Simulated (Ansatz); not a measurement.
Reactions of C4H7FS, SMILES `CC=C(F)CS`.

Computed with Ansatz on PBE0-D4/def2-TZVP structures; ΔE is electronic, products minus reactants. CCSD(T)/CBS adds triple-zeta CCSD(T) − MP2 to the extrapolated MP2 energy (def2 sets, frozen cores). Double bonds are as drawn, so ΔE can hold a change between cis and trans. Functionals use def2-TZVPP. B3LYP here is the variant with VWN-RPA as its local correlation; programs differ in this. One conformer a species, not always the lowest.

| reaction | CCSD/CBS(def2) (eV) | ωB97X-V (eV) | ωB97M-V (eV) | B3LYP-D4 (eV) | CCSD(T)/CBS(def2) (eV) |
| --- | --- | --- | --- | --- | --- |
| `C/C=C(\F)CS` + `O[SiH3]` → `[SiH3]OCS` + `C/C=C\F` | 0.71 | 0.66 | 0.68 | 0.63 | 0.72 |
| `C/C=C(\F)CS` + `O[Si]1(F)CO1` → `CO[Si]1(F)CO1` + `C=C(F)CS` | 0.71 | 0.66 | 0.69 | 0.64 | 0.72 |
| `C/C=C(\F)CS` + `CCCCC` → `CCCC(C)C` + `C=C(F)CS` | 0.06 | 0.07 | 0.05 | 0.09 | 0.04 |
| `C/C=C(\F)CS` + `O[SiH2]O` → `O[SiH2]OCS` + `C/C=C\F` | 0.63 | 0.56 | 0.58 | 0.53 | 0.62 |

Largest T1 diagnostic: 0.013, for `O[Si]1(F)CO1`.
